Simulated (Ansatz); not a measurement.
Molecule: sum formula BNH2F2, charge 0, multiplicity 1. SMILES: NB(F)F
Geometry from a B3LYP-D3(BJ)/def2-TZVP (Ansatz, a first-principles code) optimisation:
```
B
F 1 1.3346
F 1 1.3346 2 117.54
N 1 1.3941 2 121.23 3 -180.00
H 4 1.0045 1 122.46 2 0.00
H 4 1.0045 5 115.08 1 180.00
```

Parts of the frozen-core correlation energy in STO-3G (Ansatz, hartree). Frozen orbitals: 4; correlated occupied orbitals by spin: 12 and 12; virtual: 6 and 6. No spin-orbit coupling. No relativistic terms.

| term | value |
|---|---|
| reference (HF) | -275.50822 |
| MP2 opposite-spin | -0.09664 |
| MP2 same-spin | -0.02337 |
| CCSD correlation | -0.14299 |
| (T) | -0.00663 |
| T1 diagnostic | 0.013 |
| largest doubles amplitude | 0.047 |
